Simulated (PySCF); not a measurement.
Scan of H2B, doublet: map of symmetric stretch and bend. Scanned: B-H bond length and H-B-H angle.

Level of theory: PySCF with unrestricted MP2 (frozen core)/6-31G*, spherical d.

Energy in kJ/mol above the lowest grid point; x is the B-H bond length (Å), y the H-B-H angle (°).

```csv
y \ x,1.01,1.06,1.13,1.18,1.26,1.30,1.38,1.43,1.49,1.54,1.61
180,136.4,83.1,47.2,42.6,61.5,79.9,129.3,166.3,214.7,257.3,319.2
168.31,132.1,78.5,42.0,36.9,54.9,72.8,120.9,156.9,204.0,245.2,304.8
161.23,126.5,72.4,35.1,29.3,46.1,63.4,110.1,145.0,190.6,230.4,287.0
151.21,117.5,62.4,23.7,16.8,31.8,48.1,93.0,126.7,170.9,209.5,264.8
137.89,109.0,52.5,11.8,3.5,16.3,31.5,74.4,107.1,150.2,188.1,242.9
129.55,108.5,51.1,9.1,0.0,11.4,26.1,67.9,100.1,142.6,180.2,234.7
120.16,114.4,56.0,12.5,2.4,12.3,26.2,66.8,98.3,140.1,177.2,231.2
110.31,129.7,70.0,24.9,13.6,21.7,34.9,73.9,104.5,145.5,181.9,235.1
98.27,163.4,102.1,54.7,41.7,47.3,59.2,95.9,125.1,164.5,199.8,251.5
91.73,189.6,127.4,78.5,64.6,68.5,79.6,114.8,143.1,181.4,215.8,266.5
79.27,257.1,192.9,141.1,125.0,125.4,134.7,166.3,192.5,228.2,260.5,308.7
70,324.0,258.0,203.7,185.8,183.4,191.3,219.9,244.2,277.6,307.9,355.9
```

Points that lie below all their neighbours on the grid: x = 1.18, y = 129.55 (0.0 kJ/mol).
